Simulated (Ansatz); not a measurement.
# Nudged elastic band run: H₁₁NSi₃

Input:

```yaml
crystal:
  periodic: [false, false, false]
  atoms:
    - { symbol: Si, position_ang: [-0.176247, 0.286721, 0.085806] }
    - { symbol: H, position_ang: [-0.43052, 0.306703, 1.561453] }
    - { symbol: H, position_ang: [1.304098, 0.357569, -0.131078] }
    - { symbol: Si, position_ang: [-1.207038, 2.146335, -0.907241] }
    - { symbol: H, position_ang: [-2.688738, 2.048165, -0.723316] }
    - { symbol: H, position_ang: [-0.726562, 3.430538, -0.308332] }
    - { symbol: H, position_ang: [-0.907336, 2.151139, -2.373568] }
    - { symbol: Si, position_ang: [-1.044928, -1.6856, -0.86353] }
    - { symbol: H, position_ang: [-1.736269, -2.513746, 0.171293] }
    - { symbol: H, position_ang: [-2.048209, -1.33676, -1.918654] }
    - { symbol: H, position_ang: [0.035324, -2.493853, -1.507235] }
    - { symbol: "N", position_ang: [1.274026, -2.656013, 1.540426] }
    - { symbol: H, position_ang: [0.745467, -3.308634, 0.964113] }
    - { symbol: H, position_ang: [1.79004, -2.045512, 0.910759] }
    - { symbol: H, position_ang: [0.600692, -2.077751, 2.038204] }
basis:
  gaussian: { orbitals: def2-SVP }
hamiltonian:
  xc: pbe0
  dispersion: d4
neb:
  order_check: false
  images: 5
  f_tol: 0.03
  max_iterations: 60
  final_atoms:
    - { symbol: Si, position_ang: [0.40842506, -0.45665797, -0.73452166] }
    - { symbol: H, position_ang: [-1.45215202, -0.99249256, 2.87419138] }
    - { symbol: H, position_ang: [1.36677827, -0.31550779, -1.88882903] }
    - { symbol: Si, position_ang: [-0.62882804, 1.61989988, -0.40147716] }
    - { symbol: H, position_ang: [-1.78362879, 1.48571866, 0.53847395] }
    - { symbol: H, position_ang: [0.34127012, 2.60327741, 0.17894407] }
    - { symbol: H, position_ang: [-1.12477407, 2.15952091, -1.70610535] }
    - { symbol: Si, position_ang: [-1.18472803, -2.07550641, -1.31686999] }
    - { symbol: H, position_ang: [-2.32806441, -2.05673827, -0.35363362] }
    - { symbol: H, position_ang: [-1.70689235, -1.80910156, -2.69348366] }
    - { symbol: H, position_ang: [-0.57434451, -3.44353011, -1.29947918] }
    - { symbol: "N", position_ang: [1.11977923, -0.94305776, 0.7844128] }
    - { symbol: H, position_ang: [1.4737566, -1.88965163, 0.88338175] }
    - { symbol: H, position_ang: [1.71688561, -0.29083425, 1.28324506] }
    - { symbol: H, position_ang: [-0.85968267, -0.98603756, 2.39085065] }
  initial_path:
    images:
      - { positions_ang: [[-0.176247, 0.286721, 0.085806], [-0.43052, 0.306703, 1.561453], [1.304098, 0.357569, -0.131078], [-1.207038, 2.146335, -0.907241], [-2.688738, 2.048165, -0.723316], [-0.726562, 3.430538, -0.308332], [-0.907336, 2.151139, -2.373568], [-1.044928, -1.6856, -0.86353], [-1.736269, -2.513746, 0.171293], [-2.048209, -1.33676, -1.918654], [0.035324, -2.493853, -1.507235], [1.274026, -2.656013, 1.540426], [0.745467, -3.308634, 0.964113], [1.79004, -2.045512, 0.910759], [0.600692, -2.077751, 2.038204]] }
      - { positions_ang: [[-0.11861161, 0.19170073, 0.05833705], [-0.29356788, 0.20466921, 1.64541041], [1.32865562, 0.24130171, -0.24417233], [-1.15509341, 2.03368622, -0.8529355], [-2.60288471, 1.85484984, -0.84167129], [-0.83155317, 3.23368915, -0.10928526], [-0.72875486, 2.20336258, -2.22772942], [-1.04102948, -1.72858875, -0.82444713], [-1.72325516, -2.50635334, 0.23548867], [-2.04078769, -1.36915513, -1.86138668], [0.0050916, -2.56763561, -1.45476143], [1.11224037, -2.38584147, 1.25294695], [0.58324948, -3.12113651, 0.80923417], [1.76481999, -1.98653644, 1.00508753], [0.52528089, -1.68871119, 1.94898427]] }
      - { positions_ang: [[-0.06097621, 0.09668046, 0.0308681], [-0.15661576, 0.10263542, 1.72936782], [1.35321325, 0.12503443, -0.35726666], [-1.10314881, 1.92103744, -0.79863], [-2.51703143, 1.66153469, -0.96002658], [-0.93654435, 3.03684029, 0.08976147], [-0.55017372, 2.25558617, -2.08189084], [-1.03713096, -1.77157749, -0.78536425], [-1.71024131, -2.49896068, 0.29968435], [-2.03336638, -1.40155026, -1.80411936], [-0.02514081, -2.64141822, -1.40228786], [0.95045475, -2.11566995, 0.96546789], [0.42103196, -2.93363903, 0.65435534], [1.73959998, -1.92756088, 1.09941605], [0.44986979, -1.29967139, 1.85976454]] }
      - { positions_ang: [[-0.00334082, 0.0016602, 0.00339915], [-0.01966363, 0.00060163, 1.81332523], [1.37777087, 0.00876714, -0.470361], [-1.05120422, 1.80838866, -0.7443245], [-2.43117814, 1.46821953, -1.07838188], [-1.04153552, 2.83999144, 0.28880821], [-0.37159257, 2.30780975, -1.93605225], [-1.03323243, -1.81456624, -0.74628138], [-1.69722747, -2.49156802, 0.36388002], [-2.02594507, -1.43394539, -1.74685205], [-0.05537321, -2.71520083, -1.34981429], [0.78866912, -1.84549842, 0.67798884], [0.25881445, -2.74614154, 0.49947651], [1.71437997, -1.86858532, 1.19374458], [0.37445868, -0.91063158, 1.7705448]] }
      - { positions_ang: [[0.13391448, -0.15111253, -0.24257446], [-0.49715976, -0.33042977, 2.16694728], [1.37410667, -0.0993245, -0.94318368], [-0.91041216, 1.74555906, -0.63004205], [-2.21532836, 1.47405258, -0.53942993], [-0.58060031, 2.76108676, 0.25218683], [-0.62265307, 2.25838014, -1.85940329], [-1.08373097, -1.9015463, -0.93647758], [-1.90750645, -2.34662477, 0.12470881], [-1.91959417, -1.55899745, -2.06239592], [-0.22836364, -2.95797725, -1.33303592], [0.89903916, -1.54468487, 0.71346349], [0.66379516, -2.4606449, 0.62744492], [1.71521518, -1.34266829, 1.22357807], [-0.03692177, -0.93576691, 1.97731342]] }
      - { positions_ang: [[0.27116977, -0.30388525, -0.48854806], [-0.97465589, -0.66146116, 2.52056933], [1.37044247, -0.20741614, -1.41600635], [-0.7696201, 1.68272947, -0.51575961], [-1.99947857, 1.47988562, -0.00047799], [-0.1196651, 2.68218208, 0.21556545], [-0.87371357, 2.20895052, -1.78275432], [-1.1342295, -1.98852635, -1.12667379], [-2.11778543, -2.20168152, -0.11446241], [-1.81324326, -1.68404951, -2.37793979], [-0.40135407, -3.20075368, -1.31625755], [1.00940919, -1.24387131, 0.74893814], [1.06877588, -2.17514827, 0.75541333], [1.71605039, -0.81675127, 1.25341157], [-0.44830222, -0.96090223, 2.18408203]] }
      - { positions_ang: [[0.40842506, -0.45665797, -0.73452166], [-1.45215202, -0.99249256, 2.87419138], [1.36677827, -0.31550779, -1.88882903], [-0.62882804, 1.61989988, -0.40147716], [-1.78362879, 1.48571866, 0.53847395], [0.34127012, 2.60327741, 0.17894407], [-1.12477407, 2.15952091, -1.70610535], [-1.18472803, -2.07550641, -1.31686999], [-2.32806441, -2.05673827, -0.35363362], [-1.70689235, -1.80910156, -2.69348366], [-0.57434451, -3.44353011, -1.29947918], [1.11977923, -0.94305776, 0.7844128], [1.4737566, -1.88965163, 0.88338175], [1.71688561, -0.29083425, 1.28324506], [-0.85968267, -0.98603756, 2.39085065]] }
```

Launched with:

```bash
$ ansatz run input.yaml --threads 4 --pin off --max-ram 5120MiB --backend cpu --events-out ev --progress --plain --runs-dir out
```

Output, in part (warnings, iteration lines, the closing report on the highest movable image, with atoms numbered from 0):

```
NEB end point (image 0): max|allowed force component| = 2.961e-2 eV/Å (the criterion of neb.relax_end_points is 1.000e-2)
NEB end point (image 6): max|allowed force component| = 2.093e-2 eV/Å (the criterion of neb.relax_end_points is 1.000e-2)
NEB iter   1: max|band force component| = 1.899e1 eV/Å  barrier→ = 4.6839 eV  barrier← = 4.6989 eV  Δτ_max = 0.2000 Å  (169 SCF iters)
NEB iter   2: max|band force component| = 3.664e0 eV/Å  barrier→ = 3.2669 eV  barrier← = 3.2818 eV  Δτ_max = 0.2000 Å  (132 SCF iters)
NEB iter   3: max|band force component| = 2.853e0 eV/Å  barrier→ = 2.7338 eV  barrier← = 2.7488 eV  Δτ_max = 0.2000 Å  (126 SCF iters)
NEB iter   4: max|band force component| = 1.936e0 eV/Å  barrier→ = 2.2550 eV  barrier← = 2.2699 eV  Δτ_max = 0.2000 Å  (130 SCF iters)
NEB iter   5: max|band force component| = 1.560e0 eV/Å  barrier→ = 1.5028 eV  barrier← = 1.5178 eV  Δτ_max = 0.2000 Å  (129 SCF iters)
NEB iter   6: max|band force component| = 1.107e0 eV/Å  barrier→ = 1.4238 eV  barrier← = 1.4388 eV  Δτ_max = 0.2000 Å  (124 SCF iters)
NEB iter   7: max|band force component| = 9.451e-1 eV/Å  barrier→ = 1.4130 eV  barrier← = 1.4280 eV  Δτ_max = 0.1730 Å  (122 SCF iters)
NEB iter   8: max|band force component| = 6.224e-1 eV/Å  barrier→ = 1.1511 eV  barrier← = 1.1661 eV  Δτ_max = 0.0785 Å  (121 SCF iters)
NEB iter   9: max|band force component| = 6.945e-1 eV/Å  barrier→ = 1.0357 eV  barrier← = 1.0507 eV  CI = image 3  Δτ_max = 0.1965 Å  (116 SCF iters)
NEB iter  10: max|band force component| = 9.814e-1 eV/Å  barrier→ = 0.8799 eV  barrier← = 0.8948 eV  CI = image 2  Δτ_max = 0.2000 Å  (123 SCF iters)
NEB iter  11: max|band force component| = 1.365e0 eV/Å  barrier→ = 1.3652 eV  barrier← = 1.3801 eV  CI = image 2  Δτ_max = 0.1986 Å  (123 SCF iters)
NEB iter  12: max|band force component| = 1.926e0 eV/Å  barrier→ = 1.5781 eV  barrier← = 1.5931 eV  CI = image 2  Δτ_max = 0.1991 Å  (124 SCF iters)
NEB iter  13: max|band force component| = 2.019e0 eV/Å  barrier→ = 1.8672 eV  barrier← = 1.8822 eV  CI = image 2  Δτ_max = 0.1996 Å  (121 SCF iters)
NEB iter  14: max|band force component| = 1.277e0 eV/Å  barrier→ = 1.8332 eV  barrier← = 1.8482 eV  CI = image 2  Δτ_max = 0.1175 Å  (124 SCF iters)
NEB iter  15: max|band force component| = 7.200e-1 eV/Å  barrier→ = 1.6943 eV  barrier← = 1.7092 eV  CI = image 2  Δτ_max = 0.1991 Å  (119 SCF iters)
NEB iter  16: max|band force component| = 3.431e-1 eV/Å  barrier→ = 1.6739 eV  barrier← = 1.6889 eV  CI = image 2  Δτ_max = 0.1182 Å  (119 SCF iters)
NEB iter  17: max|band force component| = 2.961e-1 eV/Å  barrier→ = 1.6626 eV  barrier← = 1.6776 eV  CI = image 2  Δτ_max = 0.1598 Å  (116 SCF iters)
NEB iter  18: max|band force component| = 2.675e-1 eV/Å  barrier→ = 1.6407 eV  barrier← = 1.6556 eV  CI = image 2  Δτ_max = 0.0683 Å  (116 SCF iters)
NEB iter  19: max|band force component| = 2.752e-1 eV/Å  barrier→ = 1.6280 eV  barrier← = 1.6430 eV  CI = image 2  Δτ_max = 0.0343 Å  (113 SCF iters)
NEB iter  20: max|band force component| = 2.218e-1 eV/Å  barrier→ = 1.6217 eV  barrier← = 1.6367 eV  CI = image 2  Δτ_max = 0.0686 Å  (116 SCF iters)
NEB iter  21: max|band force component| = 1.889e-1 eV/Å  barrier→ = 1.6126 eV  barrier← = 1.6276 eV  CI = image 2  Δτ_max = 0.1153 Å  (115 SCF iters)
NEB iter  22: max|band force component| = 1.566e-1 eV/Å  barrier→ = 1.6049 eV  barrier← = 1.6198 eV  CI = image 2  Δτ_max = 0.1366 Å  (117 SCF iters)
NEB iter  23: max|band force component| = 1.451e-1 eV/Å  barrier→ = 1.5982 eV  barrier← = 1.6132 eV  CI = image 2  Δτ_max = 0.1365 Å  (115 SCF iters)
NEB iter  24: max|band force component| = 1.854e-1 eV/Å  barrier→ = 1.5891 eV  barrier← = 1.6040 eV  CI = image 2  Δτ_max = 0.0685 Å  (113 SCF iters)
NEB iter  25: max|band force component| = 1.672e-1 eV/Å  barrier→ = 1.5829 eV  barrier← = 1.5979 eV  CI = image 2  Δτ_max = 0.0685 Å  (113 SCF iters)
NEB iter  26: max|band force component| = 1.493e-1 eV/Å  barrier→ = 1.5777 eV  barrier← = 1.5927 eV  CI = image 2  Δτ_max = 0.0685 Å  (113 SCF iters)
NEB iter  27: max|band force component| = 9.341e-2 eV/Å  barrier→ = 1.5719 eV  barrier← = 1.5869 eV  CI = image 2  Δτ_max = 0.0685 Å  (113 SCF iters)
NEB iter  28: max|band force component| = 7.023e-2 eV/Å  barrier→ = 1.5664 eV  barrier← = 1.5814 eV  CI = image 2  Δτ_max = 0.1369 Å  (115 SCF iters)
NEB iter  29: max|band force component| = 6.241e-2 eV/Å  barrier→ = 1.5559 eV  barrier← = 1.5709 eV  CI = image 2  Δτ_max = 0.1369 Å  (113 SCF iters)
NEB iter  30: max|band force component| = 8.171e-2 eV/Å  barrier→ = 1.5469 eV  barrier← = 1.5619 eV  CI = image 2  Δτ_max = 0.0687 Å  (111 SCF iters)
NEB iter  31: max|band force component| = 1.060e-1 eV/Å  barrier→ = 1.5431 eV  barrier← = 1.5580 eV  CI = image 2  Δτ_max = 0.0343 Å  (113 SCF iters)
NEB iter  32: max|band force component| = 9.152e-2 eV/Å  barrier→ = 1.5414 eV  barrier← = 1.5564 eV  CI = image 2  Δτ_max = 0.0343 Å  (115 SCF iters)
NEB iter  33: max|band force component| = 9.928e-2 eV/Å  barrier→ = 1.5398 eV  barrier← = 1.5548 eV  CI = image 2  Δτ_max = 0.0685 Å  (115 SCF iters)
NEB iter  34: max|band force component| = 8.963e-2 eV/Å  barrier→ = 1.5380 eV  barrier← = 1.5530 eV  CI = image 2  Δτ_max = 0.0660 Å  (115 SCF iters)
NEB iter  35: max|band force component| = 1.015e-1 eV/Å  barrier→ = 1.5366 eV  barrier← = 1.5516 eV  CI = image 2  Δτ_max = 0.0306 Å  (113 SCF iters)
NEB iter  36: max|band force component| = 7.507e-2 eV/Å  barrier→ = 1.5354 eV  barrier← = 1.5504 eV  CI = image 2  Δτ_max = 0.0207 Å  (106 SCF iters)
NEB iter  37: max|band force component| = 5.531e-2 eV/Å  barrier→ = 1.5351 eV  barrier← = 1.5501 eV  CI = image 2  Δτ_max = 0.0232 Å  (104 SCF iters)
NEB iter  38: max|band force component| = 4.742e-2 eV/Å  barrier→ = 1.5349 eV  barrier← = 1.5498 eV  CI = image 2  Δτ_max = 0.0242 Å  (103 SCF iters)
NEB iter  39: max|band force component| = 3.486e-2 eV/Å  barrier→ = 1.5346 eV  barrier← = 1.5495 eV  CI = image 2  Δτ_max = 0.0236 Å  (106 SCF iters)
NEB iter  40: max|band force component| = 3.012e-2 eV/Å  barrier→ = 1.5344 eV  barrier← = 1.5494 eV  CI = image 2  Δτ_max = 0.0118 Å  (104 SCF iters)
NEB iter  41: max|band force component| = 2.751e-2 eV/Å  barrier→ = 1.5343 eV  barrier← = 1.5493 eV  CI = image 2  Δτ_max = 0.0000 Å  (225 SCF iters)
Total energy: -25279.79754520 eV, -929.0154245240 hartree
Atom 0 at     0.134186    -0.459276    -0.521839 Å, force     0.006440    -0.001140     0.007365 eV/Å
Atom 1 at    -1.036072    -0.712426     1.145791 Å, force     0.001360     0.002787     0.000830 eV/Å
Atom 2 at     1.289669    -0.387691    -1.506585 Å, force    -0.000226    -0.004692    -0.002571 eV/Å
Atom 3 at    -0.764551     1.650577    -0.136819 Å, force    -0.004381     0.000677     0.004232 eV/Å
Atom 4 at    -2.249456     1.532991    -0.051292 Å, force    -0.001431     0.002329     0.001120 eV/Å
Atom 5 at    -0.220357     2.165812     1.160882 Å, force    -0.000277     0.000534     0.000517 eV/Å
Atom 6 at    -0.412812     2.658412    -1.192743 Å, force     0.001896    -0.002419    -0.000250 eV/Å
Atom 7 at    -1.408063    -2.080701    -1.155181 Å, force     0.003285     0.001759    -0.005866 eV/Å
Atom 8 at    -2.785155    -1.567146    -0.897903 Å, force     0.002308     0.001439     0.000892 eV/Å
Atom 9 at    -1.295946    -2.483319    -2.597232 Å, force    -0.003202    -0.003424    -0.000811 eV/Å
Atom 10 at    -1.164376    -3.311045    -0.335134 Å, force     0.001447    -0.000048     0.001120 eV/Å
Atom 11 at     1.161236    -1.042162     0.961016 Å, force     0.012084    -0.005113    -0.014645 eV/Å
Atom 12 at     1.572328    -1.974457     0.885473 Å, force     0.000411     0.001444    -0.000627 eV/Å
Atom 13 at     1.861577    -0.387568     1.314464 Å, force    -0.005102     0.003405     0.001691 eV/Å
Atom 14 at     0.101592    -0.992701     1.466202 Å, force    -0.014612     0.002463     0.007002 eV/Å
Dipole moment:     0.737212    -0.196711     0.247180 e Å
```

The run converged. Neighbouring images differ by up to 1.5 eV, so the band resolves the path poorly. A vibrational analysis at the climbing image gives one clearly imaginary mode, 1132i cm⁻¹: a first-order saddle point. The orbitals stay closed-shell, which can raise the energy where a bond breaks towards radicals; this wasn't checked here.

Final band (atoms are numbered from 1 in the order of the input):

```tsv
image	path coordinate (Å)	energy (kJ/mol)	Si1–H2 (Å)	N12–H15 (Å)	Si1–N12 (Å)
0	0.00	0.0	1.50	1.02	3.59
1	3.46	5.6	1.50	1.02	3.45
2	6.92	148.0	2.05	1.17	1.90
3	7.93	23.6	2.77	2.03	1.75
4	8.93	4.1	3.52	2.46	1.75
5	9.94	0.3	3.84	2.53	1.75
6	10.94	-1.4	4.10	2.55	1.75
```

Run time: 6.3 min on 4 threads of Arm Neoverse V1, with other jobs on the host, peak memory 0.32 GiB.
